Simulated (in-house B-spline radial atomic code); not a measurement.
Configurations of Kr IV (Kr3+), with energies counted from [Ar] 3d10 4s2 4p3. Method: scalar-relativistic (X2C) wB97X, spin-polarised, spherical fractional occupations, exact exchange averaged over the configuration, Fermi nucleus of rms radius 4.1884 fm. Calculated with a radial B-spline atomic code at the basis-set limit. Shells without spins written out take the highest spin.

Occupations are held fixed; configurations that lie above the ionisation limit could autoionise.

```
                configuration  E - E(ref) (eV)  highest orbital  its <r> (bohr)
        [Ar] 3d10 4s2 4p2 4d1           22.144            4d up           2.212
        [Ar] 3d10 4s1 4p3 4d1           33.478            4d up           2.158
        [Ar] 3d10 4s1 4p3 5f1           53.821            5f up            6.85
         [Ar] 3d9 4s2 4p3 4f1           121.44            4f up           3.809
[Ne] 3s2 3p5 3d10 4s2 4p3 5p1           230.48            5p up           3.643
```

(1) Order these further configurations by energy, lowest first.
A. [Ar] 3d9 4s2 4p3 5s1
B. [Ar] 3d10 4s1 4p3 4f1
C. [Ne] 3s2 3p5 3d10 4s2 4p3 5s1
D. [Ar] 3d10 4s2 4p2 4f1
E. [Ne] 3s2 3p5 3d10 4s2 4p3 4d1

(2) How far above the reference does [Ar] 3d10 4s2 4p2 5f1 lie?

Answers

(1) D (36.565 eV), B (48.792 eV), A (109.8 eV), E (221.23 eV), C (225.84 eV).

(2) 41.514 eV; its least bound orbital is 5f up with <r> = 6.977 bohr.
